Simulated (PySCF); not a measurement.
Compound: CH5F3O3Si2.
Atom-mapped SMILES: `[OH:1][SiH:2]([OH:3])[O:4][SiH2:5][C:6]([F:7])([F:8])[F:9]` (hydrogens: H10 on O1; H11 on Si2; H12 on O3; H13, H14 on Si5)

Cartesian coordinates in Å at the GFN2-xTB level; atoms count from 1:
```xyz
14
CH5F3O3Si2 angstrom
O      1.5740    1.2425    1.0255
Si     1.7281   -0.2744    0.4951
O      3.0999   -0.3897   -0.3323
O      0.4584   -0.6339   -0.5042
Si    -0.9757   -0.5318   -1.1830
C     -2.1308    0.1911    0.2195
F     -1.5182    1.1922    0.9083
F     -3.2928    0.7131   -0.2170
F     -2.4632   -0.7261    1.1508
H      0.7493    1.5676    1.3804
H      1.7345   -1.3224    1.4871
H      3.5074    0.3729   -0.7369
H     -0.9975    0.4645   -2.2461
H     -1.4742   -1.8661   -1.4694
```

Theory: TDDFT B3LYP/def2-SVPD, vertical, gas phase, core orbitals frozen in the response in PySCF 2.14.0, density-fitted response routines.

Frontier orbitals with the atoms that hold most of them (Löwdin shares over 4%, at most four atoms; ? is withheld):

| orbital | ε (eV) | atoms |
| --- | --- | --- |
| LUMO+2 | 0.28 | O3 21%, Si5 15%, H12 14%, O1 10% |
| LUMO+1 | -0.01 | Si5 22%, Si2 12%, O3 11%, O1 9% |
| LUMO | -0.52 | ? |
| HOMO | ? | ? |
| HOMO-1 | -9.21 | O4 34%, Si5 13%, H11 11%, Si2 10% |
| HOMO-2 | -9.51 | O1 41%, O3 13%, Si2 11%, O4 11% |
| HOMO-3 | -9.73 | O3 48%, O1 17%, Si5 6%, Si2 6% |

Which atoms hold the LUMO, and with what shares?

Si5 (bonded to C, O and 2 H) 29%; Si2 (bonded to 3 O and H) 11%; H13 (bonded to Si) 9%; H14 (bonded to Si) 9%. By element: silicon 40%, hydrogen 17% or more.

Which atoms hold the HOMO, and with what shares?

O4 (bonded to 2 Si) 24%; C6 (bonded to 3 F and Si) 16%; Si5 (bonded to C, O and 2 H) 13%; O3 (bonded to Si and H) 8%. By element: oxygen 33% or more, carbon 16%, silicon 13% or more.

What is the HOMO energy, and the HOMO–LUMO gap?

ε(HOMO) = -8.99 eV; the gap is 8.47 eV (0.3113 hartree).

The HOMO–LUMO gap is 8.47 eV. Where does the response calculation put the lowest singlet, and from which orbitals?

S1 is at 7.44 eV (f = 0.0013), 1.03 eV below the gap, made of HOMO→LUMO (95%). Without the coupling terms of the response equations the lowest excitation would equal the gap.

Give energy, strength and leading configuration of S1, S2, S3 and S4, and follow the Löwdin shares of the leading atoms from the occupied to the empty orbital.

- S1 (7.44 eV, f 0.0013), HOMO→LUMO (95%): O4 24% → at most 9%, C6 16% → at most 9%, Si5 13% → 29%, Si2 at most 9% → 11%
- S2 (7.64 eV, f 0.0008), HOMO-1→LUMO (87%): O4 34% → at most 9%, Si5 13% → 29%, Si2 10% → 11%
- S3 (8.08 eV, f 0.012), HOMO→LUMO+1 (78%): O4 24% → at most 9%, C6 16% → at most 9%, Si5 13% → 22%, Si2 at most 9% → 12%
- S4 (8.15 eV, f 0.037), HOMO-2→LUMO (70%): O1 41% → at most 9%, O3 13% → at most 9%, Si5 at most 11% → 29%, Si2 11% → 11%

Löwdin shares depend on the basis, the more so with diffuse functions.

One conformer stands for the species.
